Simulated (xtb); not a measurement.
Te(I)(SMe) (CH3ISTe), SMILES CS[Te]I. All values are semi-empirical tight-binding results from xtb (GFN2-xTB unless named), good for trends rather than for accurate numbers. Coordinates come from a GFN2-xTB optimisation. The structure was generated by enumeration, and PubChem lists no compound with its InChIKey, so it may never have been made. One conformer was computed; it need not be the lowest.

Optimised geometry:

Bonded distances (Å): Te1–I2 2.696, Te1–S3 2.363, S3–C4 1.818, C4–H5 1.086, C4–H6 1.085, C4–H7 1.086. Angles (°): I2–Te1–S3 100.2, Te1–S3–C4 103.3, S3–C4–H5 110.3, S3–C4–H6 106.0, S3–C4–H7 109.6, H5–C4–H6 110.0, H5–C4–H7 111.0, H6–C4–H7 109.8.

| Item | Value |
|---|---|
| orbital gap | 3.00 eV |
| zero-point energy | 24.3 kcal/mol |
| G − E(el) at 298.15 K (modified RRHO) | 2.5 kcal/mol |
| static polarisability (D4 model) | 105.2 bohr³ |
| solvation energy, GFN2-xTB/ALPB(water) | -1.8 kcal/mol |
| solvation energy, GFN2-xTB/ALPB(ch2cl2) | -8.0 kcal/mol |

Question: Give the atomic charges and the Wiberg bond orders between heavy atoms. (An estimate is asked for; the answer gives what the named calculation found.)

Answer: charges (e) Te1 0.14, I2 -0.05, S3 -0.21, C4 -0.04, H5 0.05, H6 0.06, H7 0.06. Bond orders Te1–I2 1.18, Te1–S3 1.15, S3–C4 1.00.
